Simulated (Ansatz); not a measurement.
`C/C=C\C[SiH3]` + H–F → `C/C=C/CF` + SiH₄  (substitution at a C–Si bond)

Program: Ansatz. Geometries: PBE0-D4/def2-TZVP. ΔE: electronic, gas phase. CBS: MP2 limit from def2 TZ/QZ plus the TZ coupled-cluster correction, frozen cores. This one scheme is used for every species. Double bonds are as drawn, so ΔE can hold a change between cis and trans. Functionals use def2-TZVPP. B3LYP here is the variant with VWN-RPA as its local correlation; programs differ in this. Each species was taken in one conformer, which may not be the lowest.

(1) Is it downhill or uphill in electronic energy at CCSD(T)/CBS, and by how much? (An estimate is asked.)

(2) What do these levels give: PBE-D4, ωB97X-V, B2PLYP, PBE, r2SCAN, B3LYP, HF/def2-TZVPP, MP2/def2-TZVPP, HF/def2-QZVPP, MP2/def2-QZVPP, MP2/CBS(def2), CCSD/CBS(def2)? (An estimate is asked.)

Largest T1 diagnostic among the species: 0.011.

## Answers

(1) The calculation gave: Uphill: ΔE = +19.6 kcal/mol.

(2) Ansatz gave: PBE-D4 17.3, ωB97X-V 15.1, B2PLYP 15.6, PBE 15.4, r2SCAN 15.8, B3LYP 12.9, HF/def2-TZVPP 10.2, MP2/def2-TZVPP 21.4, HF/def2-QZVPP 10.4, MP2/def2-QZVPP 22.4, MP2/CBS(def2) 23.0, CCSD/CBS(def2) 18.7 kcal/mol.

From PBE to PBE0 (25 % exact exchange), in def2-TZVPP and without D4, ΔE moves by +0.9 kcal/mol. In def2-TZVPP, CCSD(T) changes the Hartree–Fock value by +7.7 kcal/mol (the triples alone add +0.9 kcal/mol) and MP2 by +11.2 kcal/mol.
